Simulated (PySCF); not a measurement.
# Correlation energy of Ca (calcium, neutral)

[Ar] 4s2, closed-shell 1S. Calculation: PySCF 2.14, in aug-cc-pVDZ-X2C (6s5p3d, 36 functions); scalar relativity by spin-free X2C-1e. Frozen: [Ar]; 2 electrons correlated.

Total MP2 correlation energy: -17.55 mhartree.

Same-spin part 0.00 and opposite-spin part -17.55 mhartree; SCS-MP2 scales them by 1/3 and 6/5 to -21.06 mhartree.

With two correlated electrons CCSD is exact within the correlated space (frozen core and kept virtual orbitals).

| level | correlation energy (mhartree) |
| --- | --- |
| CCSD | -27.93 |

Diagnostics: T1 = 0.016, D1 = 0.0223, largest double amplitude 0.077.

**Question.** Is a single reference adequate?

**Answer.** Mostly. T1 lies below 0.03, but a double amplitude of this size points to a near-degeneracy that CCSD handles and MP2 describes poorly.
